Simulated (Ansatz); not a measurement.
Born–Oppenheimer molecular dynamics of CH6Sn (8 atoms, charge 0, multiplicity 1). It goes on from the last frame of an earlier run, with new velocities.

Theory: Ansatz 0.2.0, RKS PBE-D4/def2-SVP.

```yaml
ensemble: NVT, Nosé–Hoover chain
time_step: 0.5 fs
steps_asked: 150
set_temperature: 2000 K
thermostat: time constant 100 fs, chain length 3 (defaults)
seed: 365227
```

First frame:

```xyz
8
Properties=species:S:1:pos:R:3
Sn -0.050 0.085 -0.056
H -0.253 -0.612 1.628
C 2.060 0.202 -0.217
H 2.441 -0.675 -0.777
H 2.452 1.159 -0.795
H 2.433 0.348 0.833
H -1.067 1.498 -0.398
H -0.464 -1.139 -1.202
```

(1) How far do the bonds stretch over the last three quarters of this one trajectory? (Pairs bonded in most of those frames.)

Answers

(1) 
| bond | mean (Å) | spread (Å) | shortest | longest |
| --- | --- | --- | --- | --- |
| Sn1–H2 | 1.791 | 0.166 | 1.53 | 2.02 |
| Sn1–C3 | 2.178 | 0.056 | 2.10 | 2.26 |
| Sn1–H7 | 1.769 | 0.102 | 1.61 | 1.93 |
| Sn1–H8 | 1.748 | 0.084 | 1.62 | 1.87 |
| C3–H4 | 1.143 | 0.096 | 0.99 | 1.29 |
| C3–H5 | 1.130 | 0.080 | 1.01 | 1.25 |
| C3–H6 | 1.119 | 0.059 | 1.03 | 1.21 |

Mean temperature of the second half: 1364 K. The conserved energy stayed within 1.7 meV per atom of its start (net change 1.1 meV per atom), so the integration is sound. The mean temperature of the second half is 32 % below the set value. A run of 0.075 ps of so small a system gives no equilibrium averages.

The run took 4.4 min on 1 thread of Arm Neoverse V1 (shared host), peak memory 0.11 GiB.
